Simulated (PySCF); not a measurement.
Sn(Cl)(Me)(OH)2 (CH₅ClO₂Sn), SMILES [CH3][Sn]([OH])([OH])[Cl]. Atoms are numbered in the order given.

```xyz
10

C      2.1778    -0.1650    -0.4803
Sn     0.0909     0.0737    -0.2202
O     -0.9964    -0.9810    -1.4888
O     -0.3518     1.9817    -0.4290
Cl    -0.6713    -0.6329     1.8964
H      2.3511    -0.7690    -1.3806
H      2.6304     0.8286    -0.5935
H      2.5893    -0.6728     0.4012
H     -1.6849    -1.4765    -1.0283
H     -1.3013     2.1494    -0.4038
```

The structure is a stationary point at PBE0-D3(BJ)/def2-SVP. The structure was generated by enumeration; whether it is a known compound was not checked. The def2 effective core potentials stand for the cores of Sn; spin–orbit coupling is left out. One conformer was computed; it need not be the lowest.

Method: PBE/def2-TZVP in PySCF.

ESP charges are fitted to the potential on shells at 1.4 to 2.0 van der Waals radii. Atomic charges (e):

```json
[
 {"atom": "C1", "Löwdin": "-0.49", "ESP fit": "-0.57"},
 {"atom": "Sn2", "Löwdin": "0.36", "ESP fit": "0.85"},
 {"atom": "O3", "Löwdin": "-0.31", "ESP fit": "(withheld)"},
 {"atom": "O4", "Löwdin": "-0.30", "ESP fit": "(withheld)"},
 {"atom": "Cl5", "Löwdin": "0.01", "ESP fit": "-0.30"},
 {"atom": "H6", "Löwdin": "0.14", "ESP fit": "(withheld)"},
 {"atom": "H7", "Löwdin": "0.14", "ESP fit": "(withheld)"},
 {"atom": "H8", "Löwdin": "0.14", "ESP fit": "(withheld)"},
 {"atom": "H9", "Löwdin": "0.16", "ESP fit": "(withheld)"},
 {"atom": "H10", "Löwdin": "0.16", "ESP fit": "(withheld)"}
]
```

Q: Fill in the missing entries. (An estimate is asked for; the answer gives what the named calculation found.)

A: 
- O3, ESP fit: -0.62
- O4, ESP fit: -0.64
- H6, ESP fit: 0.19
- H7, ESP fit: 0.21
- H8, ESP fit: 0.16
- H9, ESP fit: 0.35
- H10, ESP fit: 0.37
